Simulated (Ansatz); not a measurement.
`[SH][GaH][Cl]` + `[Cl][GeH2][Cl]` → `[Cl][GaH][Cl]` + `[SH][GeH2][Cl]`  (redistribution)

Program: Ansatz. Geometries: PBE0-D4/def2-TZVP. ΔE: electronic, gas phase. CBS: MP2 limit from def2 TZ/QZ plus the TZ coupled-cluster correction, frozen cores. Functionals use def2-TZVPP. For Ga, Ge outer-core shells are correlated without core-valence functions, which leaves a few kJ/mol of doubt a bond. Scalar relativity is left out up to krypton. One conformer a species, not always the lowest.

```
         species  r2SCAN0 energy (Eh)
 `[SH][GaH][Cl]`          -2784.46545
`[Cl][GeH2][Cl]`          -2998.62070
 `[Cl][GaH][Cl]`          -2845.88805
`[SH][GeH2][Cl]`          -2937.19873
```

Task: Work out ΔE.

Result: ΔE = (-2845.88805) + (-2937.19873) − (-2784.46545) − (-2998.62070) = -0.00063 Eh = -0.4 kcal/mol. CCSD(T)/CBS gives -0.2 kcal/mol.

Task: What do rigid-rotor, harmonic-oscillator terms from PBE0-D4/def2-TZVP frequencies (298.15 K, 1 bar) make of the CCSD(T)/CBS value? (Best estimate.)

Result: The calculation gave: ΔZPE = -0.2 kcal/mol, ΔH = -0.2 kcal/mol, ΔS = 4 J/(mol·K), ΔG = -0.5 kcal/mol.

Largest T1 diagnostic among the species: 0.012.

At CCSD(T), def2-SVP lies −0.9 kcal/mol from the extrapolated value and def2-TZVPP −0.2 kcal/mol. Leaving LDA and LC-ωPBE aside and taking each functional with its dispersion term where it has one, the values, not all of them listed here, spread over 0.4 kcal/mol, from BHLYP-D4 to B97M-V.
